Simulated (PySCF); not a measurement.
A structure optimised at r2SCAN-D4/def2-SVP, used in a PySCF frequency run:

```
Ti
O 1 1.7820
H 2 0.9646 1 134.02
O 1 1.7855 2 109.28 3 -140.84
H 4 0.9649 1 131.55 2 -7.36
O 1 1.7862 2 109.72 3 -18.74
H 6 0.9651 1 131.14 2 -124.71
O 1 1.8368 2 108.45 3 99.70
B 8 1.3426 1 145.39 2 -6.95
H 9 1.2167 8 118.94 1 -179.01
H 9 1.2196 10 120.87 8 180.00
```

### Question
Write its SMILES and formula.

### Answer
B[O][Ti]([OH])([OH])[OH], BH5O4Ti

### Question
What are its rotational constants (standard atomic weights)?

### Answer
3.2640, 1.9063, 1.9033 GHz
